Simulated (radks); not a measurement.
Xe II, 53 electrons, occupied as [Kr] 4d10 5s2 5p5. All-electron calculation, scalar-relativistic Kohn-Sham, PBE, spin-polarised, spherical densities, finite nucleus; open shells are filled with parallel spins first (spin-orbit coupling, left out, can overturn this in heavy ions); Fermi nuclear charge, rms radius 4.7859 fm. Program: a radial shooting solver on a logarithmic mesh with Libxc functionals.

Normalised radial functions P(r) = r R(r), r in bohr:

```
   r/bohr * 5p up (the largest magnitude, 0.769, reaches the edge; | marks zero)
0.0009329                             *
 0.001234                             *
 0.001646                             *
 0.002178                             *
 0.002905                             *
 0.003844                             *
 0.005127                             *
 0.006784                             *
 0.009048                             |*
  0.01197                             |*
  0.01597                             | *
  0.02113                             |  *
  0.02818                             |   *
  0.03728                             |    *
  0.04973                             |     *
  0.06579                             |     *
  0.08775                             |   *
   0.1161                             *
   0.1549                        *    |
   0.2049                     *       |
   0.2733                      *      |
   0.3616                             |*
   0.4823                             |         *
   0.6381                             |            *
   0.8511                             |   *
    1.126                  *          |
    1.502     *                       |
    1.987  *                          |
    2.651        *                    |
    3.507                  *          |
    4.678                         *   |
    6.189                            *|
```

5p up: eigenvalue -17.341 eV, 3 radial nodes at r = 0.117, 0.352, 0.923 bohr, <r> = 2.18 bohr, 90 % of the charge inside 3.22 bohr.
